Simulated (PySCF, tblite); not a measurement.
Isomers of C3H8FOSi (doublet state), one GFN2-xTB conformer each. Single-point energies are computed at B3LYP/pcH-1 (PySCF, gas phase, no added dispersion term), electronic only. GFN2-xTB treats the open shell by occupation alone, and not every SCF solution was tested for stability.

| SMILES | GFN2-xTB relative energy (kcal/mol) |
| --- | --- |
| [CH2]CCO[SiH2]F | 5.0 |
| C[CH]CO[SiH2]F | 0.0 |

Conformers: `[CH2:1][CH2:2][CH2:3][O:4][SiH2:5][F:6]` (doublet state) with H–C1–C2–C3 -165° and 19°, C1–C2–C3–O4 -177°, C2–C3–O4–Si5 178°, C3–O4–Si5–F6 -179°; `[CH3:1][CH:2][CH2:3][O:4][SiH2:5][F:6]` (doublet state) with C1–C2–C3–O4 -85°, C2–C3–O4–Si5 179°, C3–O4–Si5–F6 -177°.

Problem. What does B3LYP/pcH-1 give for the same structures?

Solution. 
```json
{"SMILES": "C[CH]CO[SiH2]F", "B3LYP/pcH-1 E (Eh)": "-583.75488", "B3LYP/pcH-1 (kcal/mol)": "0.0", "GFN2-xTB (kcal/mol)": "0.0", "point group": "C1"}
{"SMILES": "[CH2]CCO[SiH2]F", "B3LYP/pcH-1 E (Eh)": "-583.75073", "B3LYP/pcH-1 (kcal/mol)": "2.6", "GFN2-xTB (kcal/mol)": "5.0", "point group": "–"}
```

Both levels put the same isomer lowest. Neighbours under 5.0 kcal/mol apart (C[CH]CO[SiH2]F and [CH2]CCO[SiH2]F) can change places with a better method, another conformer or zero-point energy.

Problem. What happens when harmonic zero-point energies from GFN2-xTB frequencies are added?

Solution. 
```tsv
SMILES	ZPE (kcal/mol)	electronic (kcal/mol)	with ZPE (kcal/mol)
C[CH]CO[SiH2]F	63.6	0.0	0.0
[CH2]CCO[SiH2]F	63.2	2.6	2.1
```

The zero-point energies span 0.4 kcal/mol. The order is unchanged.
